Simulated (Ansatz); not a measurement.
Reaction (substitution at a C–O bond): `C=C=C(O)[SiH3]` + HCl → `C=C=C([SiH3])Cl` + H₂O

Gas-phase electronic energies from Ansatz, PBE0-D4/def2-TZVP geometries. CBS: MP2 limit from def2 TZ/QZ plus the TZ coupled-cluster correction, frozen cores. This one scheme is used for every species. DFT in def2-TZVPP. Each species was taken in one conformer, which may not be the lowest.

| species | B2PLYP energy (Eh) |
| --- | --- |
| `C=C=C(O)[SiH3]` | -482.37813 |
| HCl | -460.68739 |
| `C=C=C([SiH3])Cl` | -866.65901 |
| H₂O | -76.41329 |

(1) Work out ΔE.

Largest T1 diagnostic among the species: 0.013.

Answers

(1) ΔE = (-866.65901) + (-76.41329) − (-482.37813) − (-460.68739) = -0.00678 Eh = -17.8 kJ/mol. CCSD(T)/CBS gives -24.2 kJ/mol.

In def2-TZVPP, CCSD(T) changes the Hartree–Fock value by −7.3 kJ/mol (the triples alone add −1.5 kJ/mol) and MP2 by −15.3 kJ/mol. The D4 term adds −4.0 kJ/mol with B3LYP and −2.1 kJ/mol with PBE0; it sums over pairs of atoms, weighted by their polarisabilities, and B3LYP, whose exchange is more repulsive, gets the larger term.

B3LYP here is the variant with VWN-RPA as its local correlation; programs differ in this.
